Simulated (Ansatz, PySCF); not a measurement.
CH2ClFO2Si, SMILES O=CO[Si@@H](F)Cl.

Geometry optimised at B3LYP-D3(BJ)/def2-SVP. The structure was generated by enumeration; whether it is a known compound was not checked. Other conformers were not sampled.

Vertical ionisation energy (IE) and electron affinity (EA) in eV. Rows of orbital energies are one-electron estimates. Where ΔSCF, EOM or ADC give a negative EA the extra electron is unbound and the value depends on the basis.

| level | IE | EA |
|---|---|---|
| −ε(HOMO), −ε(LUMO), ωB97X/def2-TZVP (PySCF) | 11.30 | -1.51 |
| −ε(HOMO), −ε(LUMO), PBE/def2-TZVP (PySCF) | ___ | ___ |
| ΔSCF, PBE0/def2-SVPD (Ansatz), final states of multiplicity 2 and 2 | 11.18 | -0.95 |
| ΔSCF, PBE/def2-SVPD (Ansatz), final states of multiplicity 2 and 2 | 10.67 | -0.73 |

Question: Fill in the missing entries. (The exact figures need the calculation; the answer reports its results.)

Answer: 
- −ε(HOMO), −ε(LUMO), PBE/def2-TZVP (PySCF), IE: 7.14
- −ε(HOMO), −ε(LUMO), PBE/def2-TZVP (PySCF), EA: 1.98

Question: What vertical singlet–triplet gap does ΔSCF give with PBE0/def2-SVPD (Ansatz, a first-principles code) and with PBE/def2-SVPD (Ansatz)? (The exact figures need the calculation; the answer reports its results.)

Answer: 4.97 and 5.01 eV (triplet above singlet where positive).
